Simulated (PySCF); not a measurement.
Level of theory: PBE-D3(BJ)/def2-TZVP // PBE0-D3(BJ)/def2-TZVP in PySCF. Gas-phase values, no solvent. One relaxed conformer stands for a flexible species; it need not be the lowest. 

Reference species (SMILES): `[SiH3]CB` (neutral, multiplicity 1).

```json
{
 "HOMO": "-7.67 eV",
 "LUMO": "-2.34 eV",
 "HOMO–LUMO gap": "5.33 eV"
}
```

Changed species: `[SiH2](C)B`.

Give the shifts of the HOMO, LUMO and HOMO–LUMO gap.

the HOMO rises by 0.80 eV, to -6.87 eV; the LUMO falls by 0.97 eV, to -3.31 eV; the HOMO–LUMO gap drops by 1.77 eV, to 3.56 eV.
